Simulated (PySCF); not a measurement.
C₃H₆FNSi, SMILES FC1=CCN1[SiH3]. Atoms are numbered in the order given.

```xyz
12

F     -0.5457     1.8820     0.6172
C     -0.7862     0.5946     0.4717
C     -1.7036    -0.2884     0.9101
C     -0.9364    -1.3418     0.1182
N     -0.0039    -0.2434    -0.3184
Si     1.6814    -0.2812    -0.7836
H     -2.6192    -0.2706     1.4898
H     -1.4605    -1.7946    -0.7383
H     -0.4262    -2.1174     0.7126
H      2.6310    -0.4842     0.3560
H      1.8188    -1.4244    -1.7265
H      2.0111     1.0072    -1.4496
```
Charge 0, spin multiplicity 1.

Coordinates come from a B3LYP-D3(BJ)/def2-SVP optimisation. This is a generated structure with no PubChem entry under its InChIKey; it may be hypothetical.

Vertical ionisation energy (IE) and electron affinity (EA) in eV. Rows of orbital energies are one-electron estimates. Where ΔSCF, EOM or ADC give a negative EA the extra electron is unbound and the value depends on the basis.

```
level                                          IE    EA
-------------------------------------------  ----  ----
−ε(HOMO), −ε(LUMO), B3LYP/def2-TZVP (PySCF)     …     …
−ε(HOMO), −ε(LUMO), PBE/def2-TZVP (PySCF)    5.04  0.51
```

What belongs in the gaps? (The exact figures need the calculation; the answer reports its results.)


- −ε(HOMO), −ε(LUMO), B3LYP/def2-TZVP (PySCF), IE: 5.99
- −ε(HOMO), −ε(LUMO), B3LYP/def2-TZVP (PySCF), EA: -0.13
